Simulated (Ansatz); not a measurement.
These are frozen-core CCSD(T)/cc-pVTZ // CAM-B3LYP-D3(BJ)/def2-TZVP run with Ansatz (a quantum-chemistry and plane-wave program) values and carry that method's errors. The restricted HF reference is unstable towards unrestricted orbitals.

Ansatz 0.2 input:
```yaml
crystal:
  periodic: [false, false, false]
  atoms:
    - { symbol: B, position_ang: [2.717954, -0.00135, -1.173062] }
    - { symbol: C, position_ang: [1.401702, -0.3598, -0.495278] }
    - { symbol: C, position_ang: [0.33314, 0.450205, -0.597079] }
    - { symbol: C, position_ang: [-0.984046, 0.237749, -0.006155] }
    - { symbol: C, position_ang: [-1.932867, 1.150349, -0.210017] }
    - { symbol: C, position_ang: [-1.225323, -0.996183, 0.807937] }
    - { symbol: H, position_ang: [3.677243, -0.705455, -1.095704] }
    - { symbol: H, position_ang: [2.791229, 1.0128, -1.799358] }
    - { symbol: H, position_ang: [1.295698, -1.27288, 0.082727] }
    - { symbol: H, position_ang: [0.436947, 1.364346, -1.17464] }
    - { symbol: H, position_ang: [-2.926228, 1.041987, 0.205013] }
    - { symbol: H, position_ang: [-1.739478, 2.03594, -0.8014] }
    - { symbol: H, position_ang: [-0.545259, -1.040792, 1.660189] }
    - { symbol: H, position_ang: [-2.246647, -1.021464, 1.182221] }
    - { symbol: H, position_ang: [-1.054074, -1.895457, 0.213992] }
basis:
  gaussian: { orbitals: cc-pVTZ }
correlation:
  method: ccsd_t
```

Output:

```
Functional definition: HF
1734 factors; integrals over basis functions are off by at most 9.0e-4 eV
mean field evaluation 1: about -5962.9732 eV, gradient 3.6e1 eV
mean field evaluation 2: about -5963.3008 eV, gradient 3.6e1 eV
mean field evaluation 4: about -5967.2483 eV, gradient 4.1e0 eV
mean field evaluation 8: about -5967.3066 eV, gradient 2.5e-1 eV
mean field evaluation 16: about -5962.9725 eV, gradient 3.6e1 eV
mean field -5967.30701334 eV, -219.2944879543 hartree, gradient 1.5e-6 eV, S^2 0.000000; 0 other end points of the search recorded, 0 dependent functions left out; unrestricted orbitals would lower it
6 core orbitals not correlated
reference -5967.30701334 eV, -219.2944879543 hartree; 16, 16 occupied and 284, 284 virtual orbitals, 1734 factors
second order -25.02246311 eV of doubles, -0.00000000 eV of singles
cycle   1  -25.68234633 eV  change   -6.6e-1 eV  update   1.1e-1
cycle   2  -26.34884673 eV  change   -6.7e-1 eV  update   3.4e-2
cycle   3  -26.48429817 eV  change   -1.4e-1 eV  update   1.6e-2
cycle   4  -26.47987574 eV  change    4.4e-3 eV  update   4.5e-3
cycle   5  -26.47921040 eV  change    6.7e-4 eV  update   2.0e-3
cycle   6  -26.47988060 eV  change   -6.7e-4 eV  update   6.7e-4
cycle   7  -26.47980438 eV  change    7.6e-5 eV  update   2.9e-4
cycle   8  -26.47977725 eV  change    2.7e-5 eV  update   1.3e-4
cycle   9  -26.47982309 eV  change   -4.6e-5 eV  update   4.4e-5
cycle  10  -26.47981097 eV  change    1.2e-5 eV  update   1.7e-5
perturbative correction -1.21600479 eV, -0.0446873516 hartree
Total energy: -5995.00282910 eV, -220.3122904106 hartree
```

Cost: very roughly 50 core-minutes.
